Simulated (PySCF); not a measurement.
Structure from NMR data

Molecular formula: C₄H₇F₃Si. Simulated spectra:

$^{1}$H NMR (400 MHz, computed): δ 5.54 (m, 2H), 5.32 (m, 2H), 2.41 (m, 3H).

$^{13}$C{$^{1}$H} NMR (computed): δ 185.8 (C), 112.0 (C), 78.6 (CH2), 18.8 (CH3).

How the numbers were obtained: PBE0/pcSseg-1 with gauge-including orbitals, geometry from GFN2-xTB, in PySCF 2.14.0 with density-fitted response routines (no relativistic terms, one averaged value for each set of equivalent atoms, isolated molecule, a single conformation).

References, each an isolated molecule treated in the same way: $^{1}$H and $^{13}$C against TMS.

Problem. Which candidate is it?
A. FC(F)(F)[C@@H]1CC[SiH2]1
B. C[SiH2]CC(F)=C(F)F
C. FC(F)(F)[C@@H]1C[C@H]1[SiH3]
D. C/C(F)=C(\CF)[SiH2]F

Solution. D. 

- The formula gives 1 degree of unsaturation (no ring in the answer).
- 4 carbon signals for 4 carbons: no two carbons are equivalent.
- Carbon types of the structure: 2 × C, 1 × CH2, 1 × CH3, leaving 2 H on heteroatoms.
- δC 185.8, 112.0: fully substituted alkene carbon.
- δC 78.6: allylic sp3 CH2 bonded to F; deshielded by the electronegative neighbour.
- δC 18.8: allylic methyl carbon; saturated and bonded to C and H only.
- δH 5.32: hydrogen on an allylic sp3 CH2 bonded to F; its carbon carries F, an electronegative neighbour.
- δH 2.41: hydrogen on an allylic methyl carbon; allylic position.

The others: C[SiH2]CC(F)=C(F)F has carbons computed at 165.8, 138.0, 15.5, -6.3; FC(F)(F)[C@@H]1C[C@H]1[SiH3] would give 5 signals for carbon-bound and other non-exchanging H, not 3; FC(F)(F)[C@@H]1CC[SiH2]1 would give 7 signals for carbon-bound and other non-exchanging H, not 3.

Splittings by $^{19}$F in the carbon and heteronuclear signals aren't shown, as no couplings were computed. Shifts are as computed. Against solution values, carbons near 30 ppm lie about +3 ppm off and those near 130 ppm about +5 ppm. Of 1309 compounds with measured shifts, 239 miss one by over three times the rms of a fit or turn the order of signals round; such compounds aren't used in these exercises. Multiplicities follow the n + 1 count of equivalent neighbours, as no J values were calculated; m marks all less simple cases, F and P coupling included.
